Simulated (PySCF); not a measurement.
This script is equivalent to a calculation on Co¹²⁺ (cobalt, charge +12).

```python
from pyscf import gto, scf, dft, mp, cc
mol = gto.M(atom="Co 0 0 0", charge=12, spin=3, symmetry="D2h",
            basis=gto.etbs([(0, 22, 0.81, 2.2), (1, 14, 1.1, 2.2), (2, 5, 5.6, 2.4), (3, 5, 8.5, 2.4), (4, 4, 13, 2.4)]),
            nucmod="G")
mf = scf.UHF(mol).sfx2c1e()
mf.irrep_nelec = {'Ag': (3, 3), 'B1u': (2, 1), 'B2u': (2, 1), 'B3u': (2, 1)}
mf.kernel()
```

(1) What total energy does it give?

(2) Which occupied shell lies highest, and where?

(3) What is ⟨S²⟩, and what would a pure spin state give?

## Answers

(1) -1330.71638 hartree (calculated).

(2) 3p α, at -376.46 eV.

(3) 3.750, against 3.75.
